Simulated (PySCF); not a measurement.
## Vertical excitation energies

Species: C5H5ClO.
SMILES with atom numbers: `[CH:1]#[C:2][C@@H:3]([Cl:4])[CH2:5][CH:6]=[O:7]` (hydrogens: H8 on C1; H9 on C3; H10, H11 on C5; H12 on C6)

Method: PySCF 2.14.0, density-fitted response routines, TDDFT CAM-B3LYP/def2-SVPD, vertical, gas phase, core orbitals frozen in the response. Geometry: GFN2-xTB, one conformer, isolated molecule. Torsions of this conformer, `[CH:1]#[C:2][C@@H:3]([Cl:4])[CH2:5][CH:6]=[O:7]`: C2–C3–C5–C6 74°, C3–C5–C6–O7 8°.

Predict the UV-vis stick spectrum at this level.

```
state  E (eV)  λ (nm)       f     main configurations (H = HOMO, L = LUMO)
   S1    4.40   281.6  0.0002                       H→L (81%), H-2→L (10%)
   S2    6.07   204.3  0.0004                   H-2→L+1 (55%), H→L+1 (17%)
   S3    6.45   192.3   0.038                                H-1→L+1 (60%)
   S4    6.72   184.5  0.0026    H→L+1 (37%), H-3→L+1 (25%), H-4→L+1 (10%)
   S5    6.84   181.2  0.0025  H-1→L+3 (32%), H-1→L+2 (11%), H-1→L+6 (10%)
   S6    6.99   177.5  0.0040                 H-3→L+1 (41%), H-4→L+1 (26%)
   S7    7.09   174.8  0.0011                       H-2→L (78%), H→L (10%)
   S8    7.20   172.2  0.0001                                  H-1→L (86%)
```

Triplets, Tamm–Dancoff:

| state | E (eV) | λ (nm) | main configurations (H = HOMO, L = LUMO) |
| --- | --- | --- | --- |
| T1 | 3.80 | 326.4 | H→L (79%), H-2→L (10%) |
| T2 | 5.13 | 241.5 | H-1→L+1 (56%) |
| T3 | 5.62 | 220.7 | H-2→L+1 (48%), H→L+1 (14%) |

The lowest singlet comes at 282 nm (425 kJ/mol) in the ultraviolet; it is dark (f under 0.0005); its leading configuration is HOMO→LUMO (81%). The strongest level in the table is S3 at 6.45 eV (192 nm, f = 0.038). Löwdin shares by element: HOMO oxygen 44%, carbon 23% or more, chlorine 10% (atoms not listed hold the other 22%); LUMO carbon 49% or more, oxygen 34%, hydrogen 6% or more. Weighted by f, the mean energy of these states is 6.53 eV. Orbital energies (eV): HOMO-3 -10.47, HOMO-2 -9.78, HOMO-1 -9.66, HOMO -9.34, LUMO 0.06, LUMO+1 0.50, LUMO+2 1.13. The listed states span 2.80 eV, and the widest gap between neighbours is 1.67 eV (S1 to S2). Singlets were solved by full linear response, triplets in the Tamm–Dancoff approximation.
